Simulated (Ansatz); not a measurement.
# Molecular dynamics of C2H7ClO2Si

Input:

```yaml
crystal:
  periodic: [false, false, false]
  atoms:
    - { symbol: Si, position_ang: [0.065357, -0.316673, 0.008006] }
    - { symbol: Cl, position_ang: [0.552092, -0.253594, 2.106147] }
    - { symbol: O, position_ang: [1.422726, 0.052238, -0.975326] }
    - { symbol: C, position_ang: [2.488455, -0.973813, -0.851499] }
    - { symbol: H, position_ang: [2.15302, -1.997599, -1.159824] }
    - { symbol: H, position_ang: [3.311044, -0.658856, -1.53624] }
    - { symbol: H, position_ang: [2.907121, -1.041177, 0.185779] }
    - { symbol: H, position_ang: [-0.920722, 0.741024, -0.227178] }
    - { symbol: O, position_ang: [-0.470364, -1.908327, -0.403549] }
    - { symbol: C, position_ang: [-1.769407, -2.209536, 0.241552] }
    - { symbol: H, position_ang: [-1.70493, -2.24088, 1.360164] }
    - { symbol: H, position_ang: [-2.583246, -1.489717, -0.036888] }
    - { symbol: H, position_ang: [-2.074245, -3.222591, -0.112743] }
basis:
  gaussian: { orbitals: STO-3G }
hamiltonian:
  xc: revpbe
md:
  timestep: 0.5
  n_steps: 150
  ensemble: nve
  temperature: 200.0
  initial_velocities: maxwell_boltzmann
  seed: 772353
```

Run as:

```bash
$ ansatz run input.yaml --threads 1 --pin off --max-ram 2048MiB --backend cpu --events-out ev --progress --plain --runs-dir out
```

It starts from a relaxed structure.

Output, in part (one step line in 6, the closing report, with atoms numbered from 0):

```
md step     0: t =     0.00 fs  T =   200.0 K  F+E_penalty+E_count = -26369.22093056 eV  E_kin = 0.284372 eV  conserved = -26368.93655857 eV  (24 SCF iters)
md step     6: t =     3.00 fs  T =   129.4 K  F+E_penalty+E_count = -26369.11922042 eV  E_kin = 0.183922 eV  conserved = -26368.93529803 eV  (22 SCF iters)
md step    12: t =     6.00 fs  T =   104.5 K  F+E_penalty+E_count = -26369.08440300 eV  E_kin = 0.148648 eV  conserved = -26368.93575457 eV  (21 SCF iters)
md step    18: t =     9.00 fs  T =   118.1 K  F+E_penalty+E_count = -26369.10383946 eV  E_kin = 0.167928 eV  conserved = -26368.93591134 eV  (21 SCF iters)
md step    24: t =    12.00 fs  T =   104.9 K  F+E_penalty+E_count = -26369.08465131 eV  E_kin = 0.149214 eV  conserved = -26368.93543753 eV  (23 SCF iters)
md step    30: t =    15.00 fs  T =   107.3 K  F+E_penalty+E_count = -26369.08868517 eV  E_kin = 0.152526 eV  conserved = -26368.93615892 eV  (22 SCF iters)
md step    36: t =    18.00 fs  T =    85.9 K  F+E_penalty+E_count = -26369.05728739 eV  E_kin = 0.122074 eV  conserved = -26368.93521362 eV  (21 SCF iters)
md step    42: t =    21.00 fs  T =   123.6 K  F+E_penalty+E_count = -26369.11195310 eV  E_kin = 0.175778 eV  conserved = -26368.93617533 eV  (21 SCF iters)
md step    48: t =    24.00 fs  T =    92.6 K  F+E_penalty+E_count = -26369.06741922 eV  E_kin = 0.131733 eV  conserved = -26368.93568632 eV  (26 SCF iters)
md step    54: t =    27.00 fs  T =    85.1 K  F+E_penalty+E_count = -26369.05631055 eV  E_kin = 0.120970 eV  conserved = -26368.93534050 eV  (21 SCF iters)
md step    60: t =    30.00 fs  T =   139.2 K  F+E_penalty+E_count = -26369.13436627 eV  E_kin = 0.197977 eV  conserved = -26368.93638880 eV  (21 SCF iters)
md step    66: t =    33.00 fs  T =    97.2 K  F+E_penalty+E_count = -26369.07343332 eV  E_kin = 0.138156 eV  conserved = -26368.93527766 eV  (21 SCF iters)
md step    72: t =    36.00 fs  T =    95.2 K  F+E_penalty+E_count = -26369.07128544 eV  E_kin = 0.135358 eV  conserved = -26368.93592774 eV  (21 SCF iters)
md step    78: t =    39.00 fs  T =   108.9 K  F+E_penalty+E_count = -26369.09051262 eV  E_kin = 0.154825 eV  conserved = -26368.93568754 eV  (21 SCF iters)
md step    84: t =    42.00 fs  T =   127.4 K  F+E_penalty+E_count = -26369.11686745 eV  E_kin = 0.181157 eV  conserved = -26368.93571011 eV  (21 SCF iters)
md step    90: t =    45.00 fs  T =   113.5 K  F+E_penalty+E_count = -26369.09760431 eV  E_kin = 0.161443 eV  conserved = -26368.93616094 eV  (21 SCF iters)
md step    96: t =    48.00 fs  T =    61.9 K  F+E_penalty+E_count = -26369.02319792 eV  E_kin = 0.088057 eV  conserved = -26368.93514108 eV  (21 SCF iters)
md step   102: t =    51.00 fs  T =   101.7 K  F+E_penalty+E_count = -26369.08084398 eV  E_kin = 0.144626 eV  conserved = -26368.93621801 eV  (21 SCF iters)
md step   108: t =    54.00 fs  T =    88.1 K  F+E_penalty+E_count = -26369.06084672 eV  E_kin = 0.125222 eV  conserved = -26368.93562498 eV  (21 SCF iters)
md step   114: t =    57.00 fs  T =    86.0 K  F+E_penalty+E_count = -26369.05790594 eV  E_kin = 0.122340 eV  conserved = -26368.93556570 eV  (21 SCF iters)
md step   120: t =    60.00 fs  T =   118.8 K  F+E_penalty+E_count = -26369.10502253 eV  E_kin = 0.168887 eV  conserved = -26368.93613598 eV  (21 SCF iters)
md step   126: t =    63.00 fs  T =   100.4 K  F+E_penalty+E_count = -26369.07806942 eV  E_kin = 0.142696 eV  conserved = -26368.93537329 eV  (20 SCF iters)
md step   132: t =    66.00 fs  T =   104.6 K  F+E_penalty+E_count = -26369.08475887 eV  E_kin = 0.148667 eV  conserved = -26368.93609233 eV  (21 SCF iters)
md step   138: t =    69.00 fs  T =    90.5 K  F+E_penalty+E_count = -26369.06409006 eV  E_kin = 0.128615 eV  conserved = -26368.93547538 eV  (21 SCF iters)
md step   144: t =    72.00 fs  T =   118.0 K  F+E_penalty+E_count = -26369.10368606 eV  E_kin = 0.167781 eV  conserved = -26368.93590512 eV  (21 SCF iters)
md step   150: t =    75.00 fs  T =   107.6 K  F+E_penalty+E_count = -26369.08905442 eV  E_kin = 0.153005 eV  conserved = -26368.93604957 eV  (24 SCF iters)
Total energy: -26369.08908872 eV, -969.0461503998 hartree
Atom 0 at     0.013500    -0.374534     0.034852 Å, force     0.868702    -0.245376     0.533111 eV/Å
Atom 1 at     0.679281    -0.208578     2.125615 Å, force    -0.294939    -0.150380    -0.647557 eV/Å
Atom 2 at     1.332311    -0.009406    -1.020915 Å, force    -0.029329    -0.074383     0.469942 eV/Å
Atom 3 at     2.526525    -0.858117    -0.745272 Å, force    -0.198701    -0.469626    -0.356797 eV/Å
Atom 4 at     2.315811    -1.974749    -0.724153 Å, force     0.030574     0.533219    -0.438785 eV/Å
Atom 5 at     3.225628    -0.598494    -1.583086 Å, force     0.037658    -0.388404     0.250645 eV/Å
Atom 6 at     3.042717    -0.662965     0.225408 Å, force    -0.074110     0.473783     0.142079 eV/Å
Atom 7 at    -1.020257     0.643123    -0.121279 Å, force    -0.128159     0.042916    -0.182070 eV/Å
Atom 8 at    -0.471177    -2.008587    -0.339005 Å, force    -0.179182     0.675590     0.223765 eV/Å
Atom 9 at    -1.906547    -2.156692     0.018282 Å, force     0.206419    -1.049690     0.690999 eV/Å
Atom 10 at    -2.074283    -2.251772     1.137853 Å, force     0.116206     0.042105    -0.501270 eV/Å
Atom 11 at    -2.570468    -1.354685    -0.348504 Å, force    -0.277464     0.473932    -0.285889 eV/Å
Atom 12 at    -2.230875    -3.119816    -0.452057 Å, force    -0.077674     0.136314     0.101827 eV/Å
Dipole moment:    -0.287393    -0.139235    -0.449264 e Å
```

All steps were run. The conserved energy stayed within 0.12 meV per atom of its start (net change 0.039 meV per atom), so the integration is sound. Over the second half the temperature averaged 0.51 of the 200 K drawn at the start: a run that starts near a minimum puts about half its kinetic energy into the potential. A run of 0.075 ps of so small a system gives no equilibrium averages. Limits of this set-up: minimal basis.

The same pairs are bonded in the first frame and the last. Pairs count as bonded within 1.25 times the sum of covalent radii (0.12 Å more for H–H).

Last frame:

```xyz
13
Properties=species:S:1:pos:R:3
Si 0.013 -0.374 0.035
Cl 0.679 -0.209 2.126
O 1.332 -0.009 -1.021
C 2.526 -0.858 -0.745
H 2.316 -1.975 -0.724
H 3.226 -0.599 -1.583
H 3.043 -0.663 0.225
H -1.020 0.643 -0.121
O -0.471 -2.009 -0.339
C -1.907 -2.157 0.018
H -2.074 -2.252 1.138
H -2.571 -1.355 -0.348
H -2.231 -3.120 -0.452
```

Run time: 5.6 min on 1 thread of AMD EPYC 7B13 (Zen 3) (shared host), peak memory 0.12 GiB.
